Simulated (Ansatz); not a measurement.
Reactions of `CC(C)[TeH]`.

Calculated with Ansatz (gas phase, PBE0-D4/def2-TZVP geometries, no zero-point term in ΔE). CBS: MP2 limit from def2 TZ/QZ plus the TZ coupled-cluster correction, frozen cores. This one scheme is used for every species. Elements past krypton have def2 core potentials. For As, Ge, Sn, Te outer-core shells are correlated without core-valence functions, which leaves a few kJ/mol of doubt a bond. Scalar relativity is left out up to krypton. One conformer a species, not always the lowest.

Task: Order these by ΔE at CCSD(T)/CBS, lowest first. (An estimate is asked.)
A. `CC(C)[TeH]` + PH₃ → `P[TeH]` + `CCC`
B. `CC(C)[TeH]` + `C[O][SnH2][NH2]` → `C[NH][SnH2][O]C` + `CC[TeH]`
C. `CC(C)[TeH]` + SiH₄ → `CC([SiH3])[TeH]` + CH₄
D. `CC(C)[TeH]` + GeH₄ → `C[CH](C)[GeH3]` + H₂Te
E. `CC(C)[TeH]` + `O[SiH2][SiH](O)F` → `CO[SiH2][SiH](O)F` + `CC[TeH]`
F. `CC(C)[TeH]` + `N[AsH2]` → `N[AsH][TeH]` + `CCC`
G. `CC(C)[TeH]` + `[AlH2][CH2][SiH3]` → `[SiH3][CH2][AlH][TeH]` + `CCC`

Result: G (-161.1 kJ/mol), F (-94.0 kJ/mol), A (-59.2 kJ/mol), C (-40.0 kJ/mol), D (-7.9 kJ/mol), B (+50.4 kJ/mol), E (+64.4 kJ/mol).

Largest T1 diagnostic: 0.013, for `C[O][SnH2][NH2]`.
